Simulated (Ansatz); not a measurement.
Program: Ansatz. Geometries: PBE0-D4/def2-TZVP. ΔE: electronic, gas phase. CCSD(T)/CBS adds triple-zeta CCSD(T) − MP2 to the extrapolated MP2 energy (def2 sets, frozen cores). This one scheme is used for every species. Functionals use def2-TZVPP. One conformer a species, not always the lowest.

Reaction (ligand exchange at the Si–N bond): `C[Si@H](O)N[Si@@H](O)F` + `O[SiH](O)F` → `C[Si@H](O)O[Si@@H](O)F` + `N[SiH](O)F`

Question: Is it downhill or uphill in electronic energy at CCSD(T)/CBS, and by how much? (An estimate is asked.)

Answer: Computed: Downhill: ΔE = -56.4 kJ/mol.

Question: What do these levels give: PBE-D4, r2SCAN-D4, PBE0-D4, ωB97M-V, PBE, HF/def2-TZVPP, MP2/def2-TZVPP, SCS-MP2/def2-TZVPP, CCSD/def2-TZVPP, HF/def2-QZVPP, SCS-MP2/def2-QZVPP, MP2/CBS(def2)? (An estimate is asked.)

Answer: Computed: PBE-D4 -51.3, r2SCAN-D4 -56.6, PBE0-D4 -53.2, ωB97M-V -55.7, PBE -52.0, HF/def2-TZVPP -65.2, MP2/def2-TZVPP -54.4, SCS-MP2/def2-TZVPP -56.6, CCSD/def2-TZVPP -56.8, HF/def2-QZVPP -66.4, SCS-MP2/def2-QZVPP -57.4, MP2/CBS(def2) -55.3 kJ/mol.

Largest T1 diagnostic among the species: 0.012.

In def2-TZVPP, CCSD(T) changes the Hartree–Fock value by +9.7 kJ/mol (the triples alone add +1.3 kJ/mol) and MP2 by +10.8 kJ/mol.
